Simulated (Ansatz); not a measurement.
CH$_{5}$Sb, SMILES `[CH3][SbH2]`. The species carries charge 0 and has multiplicity 1. Sb takes the def2 core potential. The geometry is a stationary point of PBE0-D4/def2-TZVP.

```xyz
7

C     0.385    0.781    0.063
Sb   -1.190   -0.689    0.237
H     0.036    1.593   -0.574
H     0.602    1.179    1.054
H     1.284    0.341   -0.362
H    -0.171   -1.884    0.916
H    -0.945   -1.322   -1.334
```

Question: What is the dipole moment at PBE/def2-TZVPP? (Estimate.)

Answer: Computed: 0.75 D, with components (0.32, 0.67, 0.06) D in this frame, pointing from negative to positive charge.

Question: And with r2SCAN, B3LYP, ωB97M-V? (Estimate.)

Answer: The calculation gave: r2SCAN 0.78 D, B3LYP 0.73 D, ωB97M-V 0.69 D.

Question: Give the Mulliken charges with PBE, r2SCAN, ωB97M-V in def2-TZVPP. (Estimate.)

Answer: The calculation gave: 
```tsv
atom	PBE	r2SCAN	ωB97M-V
C1	-0.53	-0.44	-0.58
Sb2	0.34	0.36	0.30
H3	0.13	0.10	0.14
H4	0.13	0.10	0.14
H5	0.13	0.10	0.15
H6	-0.10	-0.11	-0.08
H7	-0.10	-0.11	-0.08
```

B3LYP here is the variant with VWN-RPA as its local correlation; programs differ in this.
